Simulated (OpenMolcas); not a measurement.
Ions of charge +2 along the 3d row on the Sr site of SrF2

```yaml
Program: OpenMolcas
Method: CASSCF
Spin-orbit_coupling: state interaction with AMFI integrals over the reference wave functions
```

The d shell is active. Each dopant is a cluster with its nearest anions in model potentials and point charges, with no relaxation. Distances were set from a Shannon-type radius of the metal (high-spin where two are listed) plus a fixed donor radius (F 1.31 Å), in hosts weighted 0.65 to 0.35 with the host's distance in the model lattice. Ligand basis ANO-RCC-VDZP, DKH2 Hamiltonian. States (labels of O, the rotations of Oh). Energies in cm-1 above the lowest state or level, χT in cm3 K/mol; under a threefold ground state the first gap can be a small split of the lowest multiplet, not the spin-orbit step; 10Dq and B are least-squares fits to the states below 45000 cm-1, weighted by degeneracy, with a free offset, and given where the rms deviation is under 5 % of |10Dq| (or 100 cm-1) and under 700 cm-1; 10Dq is negative for this site. Spin-only χT is S(S+1) / 2 for the spin of the ground state.

```tsv
Ion	Shell	R (Å)	Metal basis	Ground state	First state of that spin	10Dq	B (rms of fit)	First gap with spin-orbit (degeneracies)	χT at 300 K	First state of another spin	Spin-only χT
Ti2+	3d2	2.373	ANO-RCC-VTZP	3A2	3T2 5555			5498 (3, 1)	1.021	1E 12479	1.000
V2+	3d3	2.328	ANO-RCC-VTZP	4T1	4T2 4057	-5122	947 (167)	14.6 (4, 2)	1.652	2E 12136	1.875
Cr2+	3d4	2.334	ANO-RCC-VTZP	5T2	5E 3704			14.9 (1, 3)	2.618	3T1 17188	3.000
Mn2+	3d5	2.354	ANO-RCC-VTZP	6A1		-3241	1113 (75)	30429 (6, 2)	4.386	4T1 30460	4.375
Fe2+	3d6	2.328	ANO-RCC-VTZP	5E	5T2 3180			19.7 (1, 3)	3.507	3T1 21360	3.000
Co2+	3d7	2.315	ANO-RCC-VTZP	4A2	4T2 2604			2413 (4, 4)	3.061	2E 20367	1.875
```

B goes from 947 cm-1 (V2+) to 1113 cm-1 (Mn2+).

Every ion keeps the highest spin of its shell. χT departs most from the spin-only value for Co2+, by +1.186 cm3 K/mol.

Without dynamic correlation the repulsion within the d shell is too large (B by tens of per cent), so at a given field states of lower spin stand too high. Ligand-to-metal charge-transfer states are missing. With no ligand orbital active B as a rule stays too high, so bands that hang on it stand too high and its fall with covalency is understated. With metal d orbitals alone and no dynamic correlation 10Dq can be off by a tenth to a fifth, either way, in oxide and fluoride hosts. An orbital triplet at a regular site is open to Jahn-Teller coupling, which can distort the site and quench the lowest spin-orbit gaps and is left out (holds for V2+; Cr2+). An orbital doublet at a regular site is open to a Jahn-Teller distortion, which this geometry leaves out (holds for Fe2+). No measured value stands beside these numbers; the geometry was set by hand and not optimised.
